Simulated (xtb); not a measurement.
xtb job for Si(H)(OH) (H₂OSi), SMILES O[SiH] (connectivity only; charge and spin as stated), neutral, multiplicity 1, GFN2-xTB. 

```
$ xtb mol.xyz --gfn 2 --sp --chrg 0 --uhf 0 --json
$ cat mol.xyz
4

Si     0.09911699     0.61969104    -0.00000000
H     -1.36223703     0.94081163     0.00000000
O      0.08172417    -1.00368187     0.00000000
H     -0.67919411    -1.58703120    -0.00000000
```

Log of the run:

```
[banner left out]
          |                Calculation Setup                |
           -------------------------------------------------



           -------------------------------------------------
          |                 G F N 2 - x T B                 |
           -------------------------------------------------

        Reference                      10.1021/acs.jctc.8b01176
      * Hamiltonian:
        H0-scaling (s, p, d)           1.850000    2.230000    2.230000
        zeta-weighting                 0.500000
      * Dispersion:
        s8                             2.700000
        a1                             0.520000
        a2                             5.000000
        s9                             5.000000
      * Repulsion:
        kExp                           1.500000    1.000000
        rExp                           1.000000
      * Coulomb:
        alpha                          2.000000
        third order                    shell-resolved
        anisotropic                    true
        a3                             3.000000
        a5                             4.000000
        cn-shift                       1.200000
        cn-exp                         4.000000
        max-rad                        5.000000


          ...................................................
          :                      SETUP                      :
          :.................................................:
          :  # basis functions                  16          :
          :  # atomic orbitals                  15          :
          :  # shells                            7          :
          :  # electrons                        12          :
          :  max. iterations                   250          :
          :  Hamiltonian                  GFN2-xTB          :
          :  restarted?                      false          :
          :  GBSA solvation                  false          :
          :  PC potential                    false          :
          :  electronic temp.          300.0000000     K    :
          :  accuracy                    1.0000000          :
          :  -> integral cutoff          0.2500000E+02      :
          :  -> integral neglect         0.1000000E-07      :
          :  -> SCF convergence          0.1000000E-05 Eh   :
          :  -> wf. convergence          0.1000000E-03 e    :
          :  Broyden damping             0.4000000          :
          :  net charge                          0          :
          :  unpaired electrons                  0          :
          ...................................................

 iter      E             dE          RMSdq      gap      omega  full diag
   1     -6.8293230 -0.682932E+01  0.129E+01    2.54       0.0  T
   2     -6.8341381 -0.481505E-02  0.908E+00    2.60       1.0  T
   3     -6.8346510 -0.512884E-03  0.293E+00    2.55       1.0  T
   4     -6.8370637 -0.241276E-02  0.118E+00    2.68       1.0  T
   5     -6.8371996 -0.135918E-03  0.369E-01    2.79       1.0  T
   6     -6.8373361 -0.136431E-03  0.885E-02    2.77       1.0  T
   7     -6.8373361 -0.307673E-07  0.363E-02    2.77       1.4  T
   8     -6.8373368 -0.682309E-06  0.172E-02    2.77       2.9  T
   9     -6.8373370 -0.253233E-06  0.170E-03    2.77      29.5  T
  10     -6.8373370 -0.380836E-09  0.122E-03    2.77      41.1  T
  11     -6.8373370 -0.949047E-09  0.371E-04    2.77     134.7  T
  12     -6.8373370 -0.588223E-10  0.576E-05    2.77     867.9  T

   *** convergence criteria satisfied after 12 iterations ***

         #    Occupation            Energy/Eh            Energy/eV
      -------------------------------------------------------------
         1        2.0000           -0.7061162             -19.2144
         2        2.0000           -0.6095293             -16.5861
         3        2.0000           -0.5194565             -14.1351
         4        2.0000           -0.4578748             -12.4594
         5        2.0000           -0.4357386             -11.8571
         6        2.0000           -0.3176365              -8.6433 (HOMO)
         7                         -0.2158440              -5.8734 (LUMO)
         8                         -0.1565052              -4.2587
         9                         -0.0802559              -2.1839
        10                         -0.0467059              -1.2709
        11                          0.0222044               0.6042
       ...                                ...                  ...
        15                          0.8033132              21.8593
      -------------------------------------------------------------
                  HL-Gap            0.1017925 Eh            2.7699 eV
             Fermi-level           -0.2667402 Eh           -7.2584 eV

 SCC (total)                   0 d,  0 h,  0 min,  0.004 sec
 SCC setup                      ...        0 min,  0.000 sec (  2.337%)
 Dispersion                     ...        0 min,  0.000 sec (  0.630%)
 classical contributions        ...        0 min,  0.000 sec (  0.391%)
 integral evaluation            ...        0 min,  0.001 sec ( 14.201%)
 iterations                     ...        0 min,  0.002 sec ( 60.090%)
 molecular gradient             ...        0 min,  0.001 sec ( 18.092%)
 printout                       ...        0 min,  0.000 sec (  3.848%)

         :::::::::::::::::::::::::::::::::::::::::::::::::::::
         ::                     SUMMARY                     ::
         :::::::::::::::::::::::::::::::::::::::::::::::::::::
         :: total energy              -6.799728046948 Eh    ::
         :: gradient norm              0.000369092403 Eh/a0 ::
         :: HOMO-LUMO gap              2.769915856255 eV    ::
         ::.................................................::
         :: SCC energy                -6.837337016353 Eh    ::
         :: -> isotropic ES            0.027626592325 Eh    ::
         :: -> anisotropic ES         -0.001349596744 Eh    ::
         :: -> anisotropic XC         -0.007222795986 Eh    ::
         :: -> dispersion             -0.001239863673 Eh    ::
         :: repulsion energy           0.037608969405 Eh    ::
         :: add. restraining           0.000000000000 Eh    ::
         :: total charge               0.000000000000 e     ::
         :::::::::::::::::::::::::::::::::::::::::::::::::::::

           -------------------------------------------------
          |                Property Printout                |
           -------------------------------------------------

    * Orbital Energies and Occupations

         #    Occupation            Energy/Eh            Energy/eV
      -------------------------------------------------------------
         1        2.0000           -0.7061162             -19.2144
         2        2.0000           -0.6095293             -16.5861
         3        2.0000           -0.5194565             -14.1351
         4        2.0000           -0.4578748             -12.4594
         5        2.0000           -0.4357386             -11.8571
         6        2.0000           -0.3176365              -8.6433 (HOMO)
         7                         -0.2158440              -5.8734 (LUMO)
         8                         -0.1565052              -4.2587
         9                         -0.0802559              -2.1839
        10                         -0.0467059              -1.2709
        11                          0.0222044               0.6042
        12                          0.0632195               1.7203
        13                          0.1761782               4.7941
        14                          0.5555218              15.1165
        15                          0.8033132              21.8593
Note: The following floating-point exceptions are signalling: IEEE_DENORMAL
normal termination of xtb
      -------------------------------------------------------------
                  HL-Gap            0.1017925 Eh            2.7699 eV
             Fermi-level           -0.2667402 Eh           -7.2584 eV

     #   Z          covCN         q      C6AA      α(0)
     1  14 Si       1.678     0.362   186.788    29.057
     2   1 H        0.908    -0.143     7.356     4.243
     3   8 O        1.575    -0.495    22.826     6.447
     4   1 H        0.806     0.276     0.798     1.403

 Mol. C6AA /au·bohr⁶  :        468.852659
 Mol. C8AA /au·bohr⁸  :      21764.312441
 Mol. α(0) /au        :         41.149801


Wiberg/Mayer (AO) data.
largest (>0.10) Wiberg bond orders for each atom

 ---------------------------------------------------------------------------
     #   Z sym  total        # sym  WBO       # sym  WBO       # sym  WBO
 ---------------------------------------------------------------------------
     1  14 Si   2.235 --     3 O    1.248     2 H    0.944
     2   1 H    0.980 --     1 Si   0.944
     3   8 O    2.164 --     1 Si   1.248     4 H    0.880
     4   1 H    0.924 --     3 O    0.880
 ---------------------------------------------------------------------------

Topologies differ in total number of bonds
Writing topology from bond orders to xtbtopo.mol

molecular dipole:
                 x           y           z       tot (Debye)
 q only:        0.006       0.279       0.000
   full:       -0.749      -0.183      -0.000       1.959
molecular quadrupole (traceless):
                xx          xy          yy          xz          yz          zz
 q only:       -0.866       2.912       0.993       0.000       0.000      -0.127
  q+dip:        0.305       2.205      -0.071      -0.000       0.000      -0.234
   full:       -1.792       1.571      -0.036      -0.000      -0.000       1.829


           -------------------------------------------------
          | TOTAL ENERGY               -6.799728046948 Eh   |
          | GRADIENT NORM               0.000369092403 Eh/α |
          | HOMO-LUMO GAP               2.769915856255 eV   |
           -------------------------------------------------

------------------------------------------------------------------------
------------------------------------------------------------------------
 total:
 SCF:
```

Self-consistency was reached.
